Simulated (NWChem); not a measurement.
System: BSiH₄OF; SMILES B(O[SiH3])F

```xyz
8

B     -0.2509     1.1866     0.7224
F      1.0172     1.5068     0.4726
H     -0.9161     1.9249     1.4039
O     -0.7656     0.0554     0.2156
Si    -0.1165    -1.1638    -0.7524
H     -1.2071    -2.1500    -0.9694
H      1.0303    -1.8083    -0.0525
H      0.3291    -0.5922    -2.0544
```
Atoms are numbered in this order, from 1.

All runs: NWChem. Pople sets run with spherical d functions. Structure relaxed at the PBE0/def2-SVP level. Vzz is the largest principal value of the second derivative of the potential at the nucleus (NWChem prints the opposite sign); η is the asymmetry. Non-relativistic.

Question: Estimate the computed values for PBE/6-31G*. Quantities: Vzz B1 (a.u.); η B1; Vzz O4 (a.u.); η O4.

Answer: 
```
Quantity       Value
-------------  -----
Vzz B1 (a.u.)  0.302
η B1            0.64
Vzz O4 (a.u.)  0.845
η O4            0.49
```
